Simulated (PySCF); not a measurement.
Levels of Zn²⁵⁺ from EOM-EA-GCCSD

Reference: closed-shell Zn²⁶⁺, [He] 2s2; one electron is added. Calculated with PySCF 2.14, two-component X2C-1e with screened spin-orbit coupling, an uncontracted even-tempered set (17 s from 1.9 bohr⁻², ratio 2.6; 12 p from 2.5 bohr⁻², ratio 2.6; 7 d from 2.6 bohr⁻², ratio 2.8; 4 f from 53 bohr⁻², ratio 2.8); frozen nothing; the 34 highest virtual spinors dropped; of the others 50 kept and the rest restored at second order. No Breit or QED terms. Binding energies in eV.

```
level  Koopmans  second order  EOM-CCSD
2p1/2    2494.8        2495.1    2493.4
2p3/2    2466.2        2466.7    2465.8
```

For comparison, the ionisation energy of Zn²⁵⁺ is 2491.5 ± 1.1 eV (semi-empirical (NIST evaluation); NIST Atomic Spectra Database, ionization energies).

Only part of the computed levels is shown.
